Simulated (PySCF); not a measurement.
From one molecule to another.

First species: C3H9F3OSi2.
Numbering: `[CH3:1][O:2][C@@H:3]([F:4])[SiH2:5][SiH2:6][CH:7]([F:8])[F:9]` (hydrogens: H10, H11, H12 on C1; H13 on C3; H14, H15 on Si5; H16, H17 on Si6; H18 on C7)

Cartesian coordinates in Å at the GFN2-xTB level; atoms count from 1:
```
atom  x, y, z in Å
C1     2.7849    0.7058   -1.0144
O2     1.5281    0.0955   -0.7724
C3     1.4569   -0.7196    0.3400
F4     1.6440    0.0474    1.4903
Si5   -0.3578   -1.3669    0.2658
Si6   -1.2717    0.5531   -0.6611
C7    -3.2098    0.4016   -0.5086
F8    -3.8242    1.1629   -1.4543
F9    -3.6023   -0.8877   -0.7551
H10    2.6722    1.2890   -1.9251
H11    3.0634    1.3614   -0.1855
H12    3.5592   -0.0560   -1.1521
H13    2.2727   -1.4561    0.3662
H14   -0.3114   -2.5765   -0.5651
H15   -0.7122   -1.7914    1.6265
H16   -0.9865    1.8305    0.0087
H17   -1.0610    0.7325   -2.1016
H18   -3.6534    0.6807    0.4567
```

Second species: C6H9F2N.
SMILES with atom numbers: `[CH2:1]=[CH:2]/[N:3]=[C:4](\[CH3:5])[CH2:6][CH:7]([F:8])[F:9]` (hydrogens: H10, H11 on C1; H12 on C2; H13, H14, H15 on C5; H16, H17 on C6; H18 on C7)

Levels: PBE0/pcSseg-1 for dipole moment, HOMO energy, LUMO energy and HOMO–LUMO gap; GFN2-xTB for rotational constant A and rotational constant C. Geometries: GFN2-xTB. All species are isolated and taken at one optimised geometry, non-relativistic unless stated; the electronic structure was computed with PySCF and density fitting.

The conformers computed, where there is a choice (atom-mapped SMILES and torsion angles):
- `[CH3:1][O:2][C@@H:3]([F:4])[SiH2:5][SiH2:6][CH:7]([F:8])[F:9]`: C1–O2–C3–F4 65°, O2–C3–Si5–Si6 -33°, C3–Si5–Si6–C7 -167°, Si5–Si6–C7–F8 -156°
- `[CH2:1]=[CH:2]/[N:3]=[C:4](\[CH3:5])[CH2:6][CH:7]([F:8])[F:9]`: C1–C2–N3–C4 57°, N3–C4–C6–C7 -90°, C4–C6–C7–F8 -69°

Question: Which has the higher rotational constant C?

Answer: The second: 0.700 GHz against 0.465 GHz, a difference of 0.235 GHz.

Question: Which has the higher HOMO–LUMO gap?

Answer: The first: 7.65 eV against 5.84 eV, a difference of 1.81 eV.

Question: Which has the higher HOMO energy?

Answer: The second: -6.66 eV against -8.06 eV, a difference of 1.40 eV.

Question: Which of the two has the higher rotational constant A, and by how much?

Answer: The second: 3.909 GHz against 2.178 GHz, a difference of 1.731 GHz.

Question: Which of the two has the higher LUMO energy, and by how much?

Answer: The first: -0.41 eV against -0.82 eV, a difference of 0.41 eV.

Question: Which has the higher dipole moment?

Answer: The first: 3.20 D against 1.73 D, a difference of 1.47 D.

On the first: The dipole matches unit charges of opposite sign 0.67 Å apart (1 e·Å = 4.8032 D).

On the second: In atomic units the dipole is 0.68 e·bohr (1 au = 2.5417 D). A dipole of 1.73 D is allowed in C1, and pure rotational transitions are dipole-allowed.
